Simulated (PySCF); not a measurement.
# Dipole moment and polarisability of Ga(CCH)3

Compound: Ga(CCH)3, C₆H₃Ga.
Structure used (PBE0-D3(BJ)/def2-SVP), in Å, numbered top down from 1:
```
atom  x, y, z in Å
Ga1    0.004   -0.005   -0.007
C2     1.906   -0.018   -0.025
C3     3.125   -0.027   -0.035
H4     4.201   -0.036   -0.046
C5    -0.934    1.650   -0.003
C6    -1.530    2.712    0.008
H7    -2.058    3.650    0.017
C8    -0.945   -1.653    0.008
C9    -1.553   -2.709    0.032
H10   -2.091   -3.641    0.054
```

Level: PBE0/def2-SVPD (PySCF), static field, nuclei fixed, core orbitals frozen in the response. The polarisability tensor in these axes (au):

```
x   107.92  -0.08  -0.64
y    -0.08 108.50  -0.24
z    -0.64  -0.24  57.27
```

Task: What are the eigenvalues, a third of the trace, and Δα (Δα² = ½Σ(αi − αj)² over the three pairs)?

Result: Principal values 57.26, 107.92 and 108.51 au; mean 91.23 au = 13.52 Å³ = 15.04 × 10⁻⁴⁰ C²·m²/J; Δα = 50.96 au (56 % of the mean).

Task: What is the dipole moment?

Result: 0.03 D at this geometry.

Task: Estimate the molar refractivity from the static electronic polarisability.

Result: Lorentz–Lorenz: R = (4π/3)N_A α = 2.5225 cm³/(mol·Å³) × 13.52 Å³ = 34.1 cm³/mol, in the limit of long wavelengths.

Task: Refractivity n − 1 of an ideal gas of it at 350 K and 1 atm, from the electronic α?

Result: N = p/kT = 2.0968 × 10¹⁹ cm⁻³, so n − 1 = 2π × N × 13.52 × 10⁻²⁴ cm³ = 1781 × 10⁻⁶ at long wavelengths.

Task: What depolarisation ratio follows for Rayleigh scattering of linearly polarised light, taking the static tensor?

Result: ρ = 3Δα²/(45ᾱ² + 4Δα²) = 7791.9/(374531 + 10389.1) = 0.0202.

Isolated species at its PBE0-D3(BJ)/def2-SVP geometry, gas phase. The calculation is non-relativistic, for gallium too.

The run behind these numbers computed excited states as well. Hardware: one thread of an Arm Neoverse N1, no GPU, shared host with 64 logical CPUs at a one-minute load of 60. Cost: 59 s of wall time (grids of density and orbitals included), 0.77 GiB resident at most.
